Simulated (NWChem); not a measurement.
## Relativistic effects in H₄AsSi

```
Si
H 1 1.4939
H 1 1.4965 2 108.87
H 1 1.4966 2 108.85 3 118.17
As 1 2.3680 2 109.05 4 120.85
H 5 1.5314 1 90.39 2 179.40
```
Charge 0, spin multiplicity 2.

The numbers come from NWChem runs, not from measurements. Structure: optimised with UPBE0/def2-SVP, a minimum by its harmonic frequencies.

Functional B3LYP, all-electron basis x2c-SVPall-2c, contracted for the X2C Hamiltonian and used here with ZORA. The ion keeps the geometry and has multiplicity 1 in the scalar run; the spin-orbit run starts from the same electron counts.

The cost column gives rough processor time relative to scalar ZORA; each entry includes its own SCF.

B3LYP has NWChem's definition, with VWN1-RPA local correlation. The structure started from a generated list of species. The stability of the SCF solutions was not checked.

| Hamiltonian | ΔSCF ionisation energy (eV) | relative cost |
|---|---|---|
| scalar ZORA | 9.06 | 1 |
| spin-orbit ZORA | 9.05 | under 3 |

From scalar ZORA to spin-orbit ZORA the ionisation energy decreases by 0.01 eV.
